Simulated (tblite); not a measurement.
Question: Write a Z-matrix for `C=C[Si@@H](S)OCCC` as optimised with GFN2-xTB.

Answer: 
Z-matrix in Å and degrees, rows numbered from 1:
```
C 
C   1  1.3226
Si  2  1.8755  1  123.98
S   3  2.1686  2  110.57  1    90.65
O   3  1.6089  2  105.83  1  -153.17
C   5  1.4027  3  131.65  2  -144.00
C   6  1.5266  5  112.83  3   -88.24
C   7  1.5230  6  112.90  5    76.99
H   1  1.0792  2  122.65  3  -179.23
H   1  1.0782  2  121.65  3     1.10
H   2  1.0831  1  118.61  3   179.11
H   3  1.4615  2  113.61  1   -28.67
H   4  1.3221  3   96.71  2   -53.17
H   6  1.0960  5  109.61  3    34.55
H   6  1.0952  5  105.87  3   151.69
H   7  1.0916  6  107.73  5  -162.06
H   7  1.0917  6  108.34  5   -45.19
H   8  1.0875  7  110.33  6   177.42
H   8  1.0878  7  110.42  6    57.37
H   8  1.0866  7  110.90  6   -62.58
```

Si3 (oxygen-bound silicon) is distorted tetrahedral (angles from 105.8° to 113.6°). O5 (silyl ether oxygen) is bent (angle 131.6°). S4 (sulfur bonded to Si and H) is bent (angle 96.7°). Of the pairs four or more bonds apart, Si3···H20 is among the closest relative to their van der Waals radii: 2.97 Å, 90 % of the sum of Bondi's values.

Computed geometry: GFN2-xTB, gas phase.

Point group: C1 (no symmetry element, even within 0.4 Å). Its GFN2-xTB frequencies are all real (lowest 31 cm⁻¹). One conformer, not necessarily the lowest (C1–C2–Si3–S4 91°, C2–Si3–S4–H -53°, C2–Si3–O5–C6 -144°, Si3–O5–C6–C7 -88°, O5–C6–C7–C8 77°). 3 starts were optimised and ended at 0.00, 1.18 and 1.64 kcal/mol (GFN2-xTB); the lowest of these is shown.
